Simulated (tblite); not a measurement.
Species: C₅H₉NO₂Si.
Cartesian coordinates in Å at the GFN2-xTB level; atoms count from 1:
```xyz
18
C5H9NO2Si angstrom
C     -2.145   -0.777    0.492
C     -1.897   -0.261   -0.925
C     -0.801    0.743   -0.936
N     -0.982    1.994   -1.258
O      0.203    2.635   -1.150
C      1.140    1.763   -0.750
C      0.572    0.532   -0.592
O      1.110   -0.632   -0.212
Si     2.640   -1.035    0.184
H     -2.942   -1.516    0.488
H     -2.434    0.042    1.147
H     -1.244   -1.239    0.888
H     -1.613   -1.097   -1.570
H     -2.796    0.207   -1.327
H      2.139    2.126   -0.620
H      2.412   -2.439    0.482
H      3.538   -0.796   -0.946
H      3.092   -0.245    1.330
```

Calculated harmonic vibrations of the isolated species, GFN2-xTB (tblite), most abundant isotopes, no scaling. Errors from tens to a few hundred cm⁻¹ against measured bands are possible. Modes of hydrogen on silicon can be 10 to 20 % off. One conformer, not necessarily the lowest.

Harmonic wavenumbers (cm⁻¹): 43.1, 52.1, 100.3, 117.3, 153.7, 190.7, 253.1, 301.0, 412.1, 445.6, 539.8, 593.7, 599.9, 644.4, 687.7, 726.3, 741.7, 756.6, 798.9, 819.5, 827.5, 871.5, 931.0, 1010.6, 1018.4, 1071.8, 1086.6, 1115.6, 1212.3, 1224.2, 1231.4, 1314.1, 1373.6, 1407.0, 1457.3, 1497.8, 1499.8, 1544.1, 1619.4, 2249.5, 2276.1, 2360.2, 2968.4, 3010.0, 3038.9, 3041.8, 3043.8, 3184.4.

A = 1894, B = 1079, C = 724.7 MHz; mass 143.040 u (most abundant isotopes); point group C1, symmetry number 1.

Task: What is the zero-point energy?

Result: ½Σν̃ = 28732 cm⁻¹ = 82.15 kcal/mol.

Task: Entropy at 298.15 K, 1 bar (ideal gas, RRHO, classical rotation)?

Result: Translation 40.81, rotation 29.76, vibration 30.56: S = 101.1 cal/(mol K).

Task: And Cp and H(298.15 K) − H(0)?

Result: Cp = 38.83 cal/(mol K), of which vibrations give 30.88 (their classical limit is 48 R = 95.4); H(298.15 K) − H(0) = 7.03 kcal/mol without the zero-point energy, 4.66 from vibrations.

Task: Which modes carry the vibrational entropy at 298.15 K?

Result: 43.1 cm⁻¹: 5.11; 52.1 cm⁻¹: 4.74; 100.3 cm⁻¹: 3.45; 117.3 cm⁻¹: 3.14; 153.7 cm⁻¹: 2.63; 190.7 cm⁻¹: 2.22 cal/(mol K); the other 42 give 9.28 together.

Task: How do the functions run with temperature in this model?

Result: 
```tsv
T (K)	S (cal/(mol K))	Cp (cal/(mol K))	H − H(0) (kcal/mol)	G − H(0) (kcal/mol)	ln q(vib)
150	80.4	23.6	2.43	-9.63	3.53
250	94.8	33.7	5.29	-18.40	6.23
400	114.0	48.8	11.51	-34.08	10.19
600	136.8	63.7	22.87	-59.21	15.35
900	165.5	77.5	44.23	-104.71	22.61
```

q(vib) and H(0) count from the zero-point level.

Hindered rotation and anharmonicity are outside this model. Other conformers, if any are populated, would add a mixing term that is left out. The structure is chiral; the term R ln 2 for an equal mix with its mirror image is left out.
